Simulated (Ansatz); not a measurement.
Cost and result for the atomization energy of `[SiH3]O[B]S` radical (8 atoms, 7 bonds).

Charge 0, multiplicity 2. The geometry is a stationary point of PBE0-D4/def2-TZVP. It is one conformer, not always the lowest. Program: Ansatz. Hardware: A = 2 threads of an AMD EPYC 7R13 on a shared host; B = 2 threads of an AMD EPYC 7R13 on a shared host and a share of an NVIDIA H100 80 GB. Times are those of one run each, without the atoms' runs, and a repeat can differ threefold. Electronic energies, without spin–orbit coupling; frozen cores. CCSD(T)/CBS extrapolates def2-TZVPP and def2-QZVPP, and its time is that of the two runs behind it. T1 = 0.016; ⟨S²⟩ of the reference is 0.76. B3LYP takes the VWN-RPA correlation (the form of Gaussian; ORCA's B3LYP/G).

CCSD(T)/CBS is a level of theory with its own doubt, some kJ/mol a heavy atom from the limit and from the frozen cores, so smaller differences don't rank the functionals.

```json
{"level": "PBE-D4/def2-TZVPP (with forces) [A]", "functions": "202", "wall time": "3.6 s", "atomization (kcal/mol)": "653.3", "difference from CCSD(T)/CBS": "8.6", "per bond": "1.2"}
{"level": "PBE0-D4/def2-TZVPP [A]", "functions": "202", "wall time": "4.5 s", "atomization (kcal/mol)": "643.3", "difference from CCSD(T)/CBS": "-1.4", "per bond": "-0.2"}
{"level": "CCSD(T)/def2-TZVPP [B]", "functions": "202", "wall time": "4.7 s", "atomization (kcal/mol)": "625.8", "difference from CCSD(T)/CBS": "-18.9", "per bond": "-2.7"}
{"level": "B3LYP-D4/def2-TZVPP (with forces) [A]", "functions": "202", "wall time": "5.5 s", "atomization (kcal/mol)": "646.1", "difference from CCSD(T)/CBS": "1.4", "per bond": "0.2"}
{"level": "r2SCAN-D4/def2-TZVPP (with forces) [A]", "functions": "202", "wall time": "6.5 s", "atomization (kcal/mol)": "653.7", "difference from CCSD(T)/CBS": "9.0", "per bond": "1.3"}
{"level": "B2PLYP/def2-TZVPP [A]", "functions": "202", "wall time": "7.5 s", "atomization (kcal/mol)": "638.4", "difference from CCSD(T)/CBS": "-6.3", "per bond": "-0.9"}
{"level": "ωB97X-V/def2-TZVPP [A]", "functions": "202", "wall time": "11 s", "atomization (kcal/mol)": "648.7", "difference from CCSD(T)/CBS": "4.0", "per bond": "0.6"}
{"level": "ωB97M-V/def2-TZVPP (with forces) [A]", "functions": "202", "wall time": "15 s", "atomization (kcal/mol)": "647.7", "difference from CCSD(T)/CBS": "3.0", "per bond": "0.4"}
{"level": "CCSD(T)/def2-QZVPP [B]", "functions": "374", "wall time": "24 s", "atomization (kcal/mol)": "637.1", "difference from CCSD(T)/CBS": "-7.6", "per bond": "-1.1"}
{"level": "CCSD(T)/CBS(def2)", "functions": "–", "wall time": "28 s", "atomization (kcal/mol)": "644.7", "difference from CCSD(T)/CBS": "0.0", "per bond": "0.0"}
```

In def2-TZVPP, CCSD(T) changes the Hartree–Fock value by +143.0 kcal/mol (the triples alone add +9.3 kcal/mol) and MP2 by +155.4 kcal/mol; breaking electron pairs costs correlation energy, which Hartree–Fock lacks. From PBE to PBE0 (25 % exact exchange), in def2-TZVPP and without D4, the atomization energy moves by −9.4 kcal/mol: exact exchange takes away binding that semilocal exchange gives to molecules. The D4 term adds +6.8 kcal/mol with B3LYP and +3.6 kcal/mol with PBE0; it sums over pairs of atoms, weighted by their polarisabilities, and B3LYP, whose exchange is more repulsive, gets the larger term.
